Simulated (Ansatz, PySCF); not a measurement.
C2H7NSi2, SMILES N#CC[SiH2][SiH3]. Atoms are numbered in the order given.

```xyz
12

N      2.2803    -1.3191     0.8318
C      1.7218    -0.3044     0.8910
C      0.9714     0.9404     0.9111
Si    -0.2893     1.0427    -0.5394
Si    -1.6725    -0.8579    -0.5262
H      1.6629     1.7971     0.8537
H      0.4229     1.0245     1.8640
H     -1.0773     2.2947    -0.3397
H      0.4725     1.1487    -1.8164
H     -2.2837    -1.0045     0.8281
H     -2.7597    -0.6954    -1.5352
H     -0.8730    -2.0735    -0.8439
```

The structure is a stationary point at B3LYP-D3(BJ)/def2-SVP. This is a generated structure with no PubChem entry under its InChIKey; it may be hypothetical. One conformer was computed; it need not be the lowest.

Two levels are set side by side: PBE-D3(BJ)/def2-SVP (Ansatz, a first-principles code) and B3LYP-D3(BJ)/def2-SVP (Ansatz). Each level has its own optimised geometry; the coordinates shown are those of the second. Frequencies come from the Hessian of PySCF at each geometry. Differences are taken from unrounded values.

```csv
quantity,B3LYP-D3(BJ),PBE-D3(BJ),PBE-D3(BJ) minus B3LYP-D3(BJ)
mean bond length (Å),1.505,1.514,0.009
bond N1–C2 (Å),1.160,1.173,0.013
bond C2–C3 (Å),1.454,1.453,-0.001
bond C3–Si4 (Å),1.925,1.932,0.007
bond Si4–Si5 (Å),2.351,2.352,0.001
bond C3–H6 (Å),1.103,1.111,0.008
bond C3–H7 (Å),1.103,1.111,0.008
bond Si4–H8 (Å),1.493,1.506,0.013
bond Si4–H9 (Å),1.491,1.504,0.013
bond Si5–H10 (Å),1.493,1.506,0.013
bond Si5–H11 (Å),1.492,1.505,0.013
bond Si5–H12 (Å),1.489,1.503,0.013
highest harmonic wavenumber (cm⁻¹),3105,3047,-58
mean harmonic wavenumber (cm⁻¹),1137,1102,-35
zero-point energy (kcal/mol),48.75,47.24,-1.51
```

GGA bonds tend to be longer and softer than those of functionals with exact exchange. Differences between two approximate levels are no errors against the true value.
